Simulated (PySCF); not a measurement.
CdBrI, SMILES [Cd]([I])[Br].

Geometry: B3LYP-D3(BJ)/def2-SVP. The def2 effective core potentials stand for the cores of Cd, I; spin–orbit coupling is left out.

Calculation: TDA-CAM-B3LYP/def2-SVPD (PySCF).

Vertical excitations; the highest root listed may be one member of a degenerate set. Gas-phase values at a fixed geometry. State labels are in the subgroup C2v.

| state | symmetry | energy (eV) | λ (nm) | f | main pairs |
|---|---|---|---|---|---|
| S1 | B2 | 4.31 | 288 | 0.006 | HOMO→LUMO (degenerate set) |
| S2 | B1 | 4.31 | 288 | 0.006 | HOMO−1→LUMO (degenerate set) |
| S3 | B2 | 4.98 | 249 | 0.023 | HOMO−2→LUMO (degenerate set) |
| S4 | B1 | 4.98 | 249 | 0.023 | HOMO−3→LUMO (degenerate set) |
| S5 | A1 | 5.84 | 212 | 0.107 | HOMO−4→LUMO 50 %, HOMO→LUMO+1 23 %, HOMO−1→LUMO+2 23 % |
| S6 | A2 | 5.98 | 207 | 0.000 | HOMO→LUMO+2 49 %, HOMO−1→LUMO+1 49 % |
| S7 | A2 | 6.01 | 206 | 0.000 | HOMO−1→LUMO+1, HOMO→LUMO+2 (degenerate set) |
| S8 | A1 | 6.01 | 206 | 0.000 | HOMO−1→LUMO+2, HOMO→LUMO+1 (degenerate set) |
| S9 | A2 | 6.61 | 187 | 0.000 | HOMO−2→LUMO+2 49 %, HOMO−3→LUMO+1 49 % |
| S10 | A1 | 6.65 | 187 | 0.059 | HOMO−5→LUMO 42 %, HOMO−2→LUMO+1 24 %, HOMO−3→LUMO+2 24 % |
| T1 | B2 | 3.95 | 314 | 0 | HOMO→LUMO (degenerate set) |
| T2 | B1 | 3.95 | 314 | 0 | HOMO−1→LUMO (degenerate set) |
| T3 | B2 | 4.61 | 269 | 0 | HOMO−2→LUMO (degenerate set) |
| T4 | B1 | 4.61 | 269 | 0 | HOMO−3→LUMO (degenerate set) |
Triplets are in the Tamm–Dancoff approximation.
